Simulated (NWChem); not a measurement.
System: CH$_{4}$ClFOSi; SMILES CO[Si@H](F)Cl

NWChem input:

```
start job
memory heap 200 mb stack 900 mb global 1100 mb
geometry units angstroms noautosym nocenter noautoz
  C     -0.920610     2.049191    -0.478866
  O     -0.125747     1.444516     0.533164
  Si     0.522467    -0.069828     0.492694
  F      1.724026    -0.164811    -0.604748
  Cl    -0.904952    -1.449366    -0.091225
  H     -1.710505     1.357606    -0.844961
  H     -0.297688     2.365709    -1.343223
  H     -1.407038     2.946370    -0.047735
  H      1.061196    -0.369030     1.840249
end
basis spherical
  * library 6-31g*
end
dft
  xc b3lyp
  iterations 150
end
cosmo
  do_cosmo_smd true
  solvent thf
end
task dft energy
```

NWChem printed, in part:

```
             Northwest Computational Chemistry Package (NWChem) 7.3.0
             --------------------------------------------------------

                             Geometry "geometry" -> ""
                             -------------------------

 Output coordinates in angstroms (scale by  1.889725989 to convert to a.u.)

  No.       Tag          Charge          X              Y              Z
 ---- ---------------- ---------- -------------- -------------- --------------
    1 C                    6.0000    -0.92061000     2.04919100    -0.47886600
    2 O                    8.0000    -0.12574700     1.44451600     0.53316400
    3 Si                  14.0000     0.52246700    -0.06982800     0.49269400
    4 F                    9.0000     1.72402600    -0.16481100    -0.60474800
    5 Cl                  17.0000    -0.90495200    -1.44936600    -0.09122500
    6 H                    1.0000    -1.71050500     1.35760600    -0.84496100
    7 H                    1.0000    -0.29768800     2.36570900    -1.34322300
    8 H                    1.0000    -1.40703800     2.94637000    -0.04773500
    9 H                    1.0000     1.06119600    -0.36903000     1.84024900

 Effective nuclear repulsion energy (a.u.)     306.4866435363

                                 NWChem DFT Module
                                 -----------------

 Summary of "ao basis" -> "ao basis" (spherical)
 ------------------------------------------------------------------------------
       Tag                 Description            Shells   Functions and Types
 ---------------- ------------------------------  ------  ---------------------
 C                           6-31g*                  6       14   3s2p1d
 O                           6-31g*                  6       14   3s2p1d
 Si                          6-31g*                  8       18   4s3p1d
 F                           6-31g*                  6       14   3s2p1d
 Cl                          6-31g*                  8       18   4s3p1d
 H                           6-31g*                  2        2   2s

 in cosmo_initialize ...
 calling solv_data for solv:thf

 solvent parameters
 solvname_short: thf
 solvname_long:  tetrahydrofuran
 dielec:        7.4257
 dielecinf:     1.9740
 nonaqueous SMD model solvent descriptors
 dielec:        7.4257
 sola:          0.0000
 solb:          0.4800
 solc:          0.0000
 solg:         39.4400
 solh:          0.0000
 soln:          1.4050

          ---------------
          -cosmo- solvent
          ---------------
 Cosmo: York-Karplus, doi: 10.1021/jp992097l
 dielectric constant -eps-     =   7.43
 screen = (eps-1)/(eps    )    =   0.86533
 surface charge correction     = lagrangian

   van der Waals surface
 --------------------------

[...]

                                COSMO-SMD solvation results
                                ---------------------------

             internal energy in gas <Psi(g)|H|Psi(g)> =      -965.406023010248
         internal energy in solvent <Psi(s)|H|Psi(s)> =      -965.405675683936
                               delta internal energy  =         0.000347326311 (    0.22 kcal/mol)
   total free energy in solvent <Psi(s)|H+V/2|Psi(s)> =      -965.410122600080
 polarization energy contribution <Psi(s)|V/2|Psi(s)> =        -0.004446916144 (   -2.79 kcal/mol)
    total free energy in solvent including G(SMD-CDS) =      -965.410870368741
                       G(SMD-CDS) energy contribution =        -0.000747768661 (   -0.47 kcal/mol)
     1 M fixed-concentration free energy of solvation =        -0.004847358493 (   -3.04 kcal/mol)

                       DFT Final Molecular Orbital Analysis
                       ------------------------------------

 Vector   27  Occ=2.000000D+00  E=-3.391220D-01
              MO Center= -6.3D-01, -1.1D+00,  8.6D-02, r^2= 2.4D+00
   Bfn.  Coefficient  Atom+Function         Bfn.  Coefficient  Atom+Function
  ----- ------------  ---------------      ----- ------------  ---------------
    69      0.578013  5 Cl pz                73      0.311733  5 Cl pz
    68     -0.285321  5 Cl py                65     -0.226078  5 Cl pz
    86     -0.187119  9 H  s                 67      0.176623  5 Cl px
    72     -0.162481  5 Cl py                85     -0.125770  9 H  s
    64      0.111788  5 Cl py                71      0.092383  5 Cl px

 Vector   28  Occ=2.000000D+00  E=-3.277444D-01
              MO Center= -5.2D-01,  1.4D+00,  1.7D-01, r^2= 2.8D+00
   Bfn.  Coefficient  Atom+Function         Bfn.  Coefficient  Atom+Function
  ----- ------------  ---------------      ----- ------------  ---------------
    19      0.355282  2 O  pz                18      0.318655  2 O  py
    23      0.259278  2 O  pz                68      0.253469  5 Cl py
    22      0.215488  2 O  py                 5     -0.194803  1 C  pz
    83     -0.175531  8 H  s                 84     -0.174777  8 H  s
     4     -0.160538  1 C  py                80      0.137612  6 H  s

 Vector   29  Occ=2.000000D+00  E=-3.075668D-01
              MO Center= -3.4D-01,  1.3D+00,  5.9D-02, r^2= 2.4D+00
   Bfn.  Coefficient  Atom+Function         Bfn.  Coefficient  Atom+Function
  ----- ------------  ---------------      ----- ------------  ---------------
    17      0.430513  2 O  px                21      0.332505  2 O  px
    19     -0.212168  2 O  pz                18      0.205256  2 O  py
    82     -0.185002  7 H  s                  3     -0.183596  1 C  px
    81     -0.171019  7 H  s                 23     -0.159028  2 O  pz
    22      0.152935  2 O  py                80      0.150785  6 H  s

 Vector   30  Occ=0.000000D+00  E= 3.038322D-02
              MO Center=  1.0D-01, -6.1D-01,  1.7D-01, r^2= 3.7D+00
   Bfn.  Coefficient  Atom+Function         Bfn.  Coefficient  Atom+Function
  ----- ------------  ---------------      ----- ------------  ---------------
    38      1.095029  3 Si s                 70     -0.616138  5 Cl s
    34      0.494977  3 Si s                 71     -0.471828  5 Cl px
    40     -0.430811  3 Si py                72     -0.414324  5 Cl py
    86     -0.412070  9 H  s                 41     -0.346880  3 Si pz
    36     -0.336251  3 Si py                52     -0.297278  4 F  s

 Vector   31  Occ=0.000000D+00  E= 4.324775D-02
              MO Center=  6.0D-01,  2.4D-02,  5.9D-01, r^2= 4.2D+00
   Bfn.  Coefficient  Atom+Function         Bfn.  Coefficient  Atom+Function
  ----- ------------  ---------------      ----- ------------  ---------------
    39      0.978257  3 Si px                52     -0.464510  4 F  s
    70      0.407107  5 Cl s                 41     -0.401817  3 Si pz
    35      0.361499  3 Si px                82      0.249040  7 H  s
    72      0.240978  5 Cl py                37     -0.210605  3 Si pz
    73      0.208770  5 Cl pz                 8     -0.167792  1 C  py

 Vector   32  Occ=0.000000D+00  E= 5.129004D-02
              MO Center=  4.7D-01,  4.5D-01,  4.7D-01, r^2= 4.3D+00
   Bfn.  Coefficient  Atom+Function         Bfn.  Coefficient  Atom+Function
  ----- ------------  ---------------      ----- ------------  ---------------
    40      0.983387  3 Si py                20     -0.858896  2 O  s
    38      0.401735  3 Si s                 36      0.324603  3 Si py
     9      0.250473  1 C  pz                70      0.237451  5 Cl s
    54     -0.178141  4 F  py                16     -0.171774  2 O  s
    50     -0.170182  4 F  py                71      0.169534  5 Cl px

     Multipole analysis of the density
     ---------------------------------

     L   x y z        total         alpha         beta         nuclear
     -   - - -        -----         -----         ----         -------
     0   0 0 0      0.000000    -29.000000    -29.000000     58.000000

     1   1 0 0     -0.284939      1.215377      1.215377     -2.715693
     1   0 1 0      0.619203     -2.573946     -2.573946      5.767096
     1   0 0 1      0.051967     -0.824965     -0.824965      1.701897

     2   2 0 0    -32.541267   -115.949604   -115.949604    199.357940
     2   1 1 0     -2.255101      0.848280      0.848280     -3.951661
     2   1 0 1      1.904321     -1.900734     -1.900734      5.705788
     2   0 2 0    -31.009203   -183.646459   -183.646459    336.283715
     2   0 1 1     -2.405825      2.739338      2.739338     -7.884501
     2   0 0 2    -31.275043    -44.899550    -44.899550     58.524057
```

Level: B3LYP/6-31G* (spherical d), SMD on the gas-phase geometry. Structure relaxed at the PBE-D3(BJ)/def2-SVP level. Solvent: tetrahydrofuran.
